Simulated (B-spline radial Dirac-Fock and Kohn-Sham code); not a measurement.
**Cross section and asymmetry of the 4d5/2 subshell of Dy²⁺**

System: the Dy²⁺ ion in the configuration [Xe] 4f10. The computed 4d5/2 threshold is 178.4 eV; without correlation, outer thresholds are uncertain by 1 to 2 eV. With an open shell the threshold is an average over the terms of the final ion.

The computed values come from a radial atomic solver: Dirac-Hartree-Slater photoionisation with all multipoles and Dirac-Fock thresholds. Interchannel coupling and autoionising resonances are not included, so magnitudes near threshold are approximate.

| kinetic energy (eV) | σ (Mb) | β |
| --- | --- | --- |
| 1.5 | 0.840 | -0.63 |
| 1.9 | 0.835 | -0.58 |
| 2.3 | 0.829 | -0.51 |
| 2.9 | 0.820 | -0.43 |
| 3.7 | 0.808 | -0.33 |
| 4.6 | 0.793 | -0.22 |
| 5.7 | 0.773 | -0.09 |
| 7.2 | 0.747 | 0.07 |
| 9.0 | 0.713 | 0.24 |
| 11.2 | 0.669 | 0.44 |
| 14.0 | 0.614 | 0.65 |
| 17.5 | 0.547 | 0.87 |
| 21.9 | 0.471 | 1.07 |
| 27.4 | 0.390 | 1.20 |
| 34.2 | 0.314 | 1.18 |
| 42.8 | 0.252 | 0.88 |
| 53.5 | 0.214 | 0.23 |
| 66.9 | 0.206 | -0.52 |
| 83.7 | 0.228 | -0.93 |
| 104.7 | 0.276 | -0.91 |
| 130.9 | 0.339 | -0.62 |
| 163.6 | 0.401 | -0.26 |
| 204.6 | 0.445 | 0.08 |
| 255.8 | 0.463 | 0.37 |
| 319.9 | 0.451 | 0.62 |
| 400.0 | 0.410 | 0.82 |

The cross section has a minimum of 0.21 Mb near 67 eV kinetic energy, a Cooper minimum, where a dipole matrix element changes sign; it needs a radial node in the bound orbital. It is largest at the lowest energy, 0.840 Mb. β ranges from -0.93 (at 83.7 eV) to 1.20.
